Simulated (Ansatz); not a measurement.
Basis sets compared for OsO3S (OsSO₃). Charge 0, multiplicity 1. Geometry r2SCAN-D4/def2-SVP. Ansatz on 4 threads of Intel Xeon Platinum 8259CL on a shared host; times are rough, and most runs start from earlier orbitals.

```xyz
5

Os    0.0887   -0.0044    0.0019
O     0.7026    0.4377   -1.5334
O     0.6753    1.0723    1.1961
O     0.5606   -1.6058    0.3791
S    -2.0273    0.1001   -0.0438
```

In the def2 sets Os takes a core potential; there is no spin–orbit coupling. The restricted singlet is unstable towards broken spin symmetry in Hartree–Fock (as tested in another run); at PBE-D4/def2-SVP, PBE-D4/def2-TZVPD, r2SCAN-D4/def2-TZVP, r2SCAN-D4/def2-TZVPD and others this wasn't settled.

Binding counts from free atoms (Os quintet, O triplet, S triplet) in the same basis, without a counterpoise term.

| level | functions | energy (Eh) | HOMO (eV) | LUMO (eV) | binding per atom (eV) | wall time |
| --- | --- | --- | --- | --- | --- | --- |
| PBE-D4/def2-SVP | 92 | -713.9997 | -7.70 | -4.92 | 4.73 | 0.75 s |
| PBE-D4/def2-TZVP | 170 | -714.4385 | -7.71 | -4.96 | 4.79 | 1.4 s |
| r2SCAN-D4/def2-TZVP | 170 | -714.6701 | -8.04 | -5.09 | 4.42 | 2.7 s |
| PBE0-D4/def2-SVP | 92 | -713.8795 | -9.01 | -4.55 | 3.94 | 1.1 s |
| PBE0-D4/def2-TZVP (with forces) | 170 | -714.3235 | -8.95 | -4.50 | 4.06 | 2.8 s |

Q: Estimate the rows for PBE-D4/def2-TZVPD, r2SCAN-D4/def2-TZVPD, PBE0-D4/def2-TZVPD.

A: 
| level | functions | energy (Eh) | HOMO (eV) | LUMO (eV) | binding per atom (eV) | wall time |
| --- | --- | --- | --- | --- | --- | --- |
| PBE-D4/def2-TZVPD | 209 | -714.4415 | -7.73 | -4.99 | 4.78 | 2 s |
| r2SCAN-D4/def2-TZVPD | 209 | -714.6733 | -8.03 | -5.09 | 4.42 | 3.7 s |
| PBE0-D4/def2-TZVPD | 209 | -714.3267 | -8.95 | -4.51 | 4.07 | 2.8 s |
